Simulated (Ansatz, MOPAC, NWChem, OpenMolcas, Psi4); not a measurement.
C2H3In (SMILES C#[C][InH2]): methods side by side

C2H3In, singlet, SMILES `C#[C][InH2]`. Each level relaxes the structure for itself.

Each level gives the highest harmonic wavenumber at each level's own minimum (cm⁻¹). The values are calculated.

| level | kind | program | value (cm⁻¹) |
| --- | --- | --- | --- |
| AM1 | semi-empirical | MOPAC | 3436 |
| PM6 | semi-empirical | MOPAC | 2890 |
| PM6-D3H4 | semi-empirical | MOPAC | 2890 |
| PM6-DH2 | semi-empirical | MOPAC | 2890 |
| HF/3-21G | Hartree–Fock | OpenMolcas | 3644 |
| BP86-D3(BJ)/def2-SVP (core potential) | GGA | NWChem | 3372 |
| PBE-D3(BJ)/def2-SVP (core potential) | GGA | NWChem | 3382 |
| PBE-D3(BJ)/def2-SVP (density fitting, core potential) | GGA | Psi4 | 3382 |
| PBE0-D4/def2-TZVP (core potential) | global hybrid | Ansatz | 3458 |

All-electron rows without a relativistic Hamiltonian named are non-relativistic, while core potentials hold scalar relativity, so basis and relativity change together. Harmonic and unscaled. The values span 2890 to 3644 cm⁻¹.
